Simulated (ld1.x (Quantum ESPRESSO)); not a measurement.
P, TM: configuration errors across variants

* Element: P (Z = 15)
* Generator: ld1.x (Quantum ESPRESSO) 7.5
* Type: norm-conserving Troullier–Martins (Kleinman–Bylander form)
* Functional: LDA (PZ)
* Relativity: scalar-relativistic
* Frozen core: [Ne]
* Valence charge: 5
* Reference configuration: 3s2 3p1 (charge +2)
* Partial waves: 3p (bound): rc 1.25 bohr; 3d channel at 0.35 Ry: rc 1.25 bohr; 3s (bound): rc 1.30 bohr
* Local potential: the s channel
* Core correction: none

All-electron excitation energies from the reference (eV): (1) 3s2 3p3 -29.070; (2) 3s2 3p2 -19.249; (3) 3s2 3p0 29.895; (4) 3s1 3p4 -20.574; (5) 3s0 3p5 -11.934; (6) 3s1 3p0 82.084; (7) 3s2 3p2.5 -25.249; (8) 3s2 3p1 spin -0.265; (9) 3s2 3p3 spin -30.580.

Spin tests fill each open shell by Hund’s rule, majority spin first.

Errors AE − PS in meV (a dash: test not solved or not reliable):

| change | (1) | (2) | (3) | (4) | (5) | (6) | (7) | (8) | (9) | bound ghosts |
| --- | --- | --- | --- | --- | --- | --- | --- | --- | --- | --- |
| base | +43 | +18 | +36 | +31 | +30 | +288 | +31 | +30 | +162 | none |
| core correction a·sin(br)/r model core inside 0.48 bohr | +29 | +11 | +12 | +25 | +23 | +51 | +20 | +0.2 | +38 | none |
| core correction a·sin(br)/r model core inside 0.78 bohr | +29 | +11 | +12 | +25 | +23 | +52 | +20 | +0.5 | +39 | none |
| core correction a·sin(br)/r model core inside 0.98 bohr | +29 | +11 | +13 | +25 | +23 | +58 | +20 | +1.9 | +44 | none |
| core correction a·sin(br)/r model core inside 1.22 bohr | +31 | +12 | +16 | +26 | +24 | +93 | +22 | +7.6 | +67 | none |
| core correction a·sin(br)/r model core inside 1.46 bohr | +35 | +14 | +24 | +27 | +26 | +171 | +25 | +18 | +108 | none |

Give the same row for: core correction a·sin(br)/r model core inside 0.68 bohr.

+29, +11, +12, +25, +23, +51, +20, +0.3, +38; bound ghosts: none.
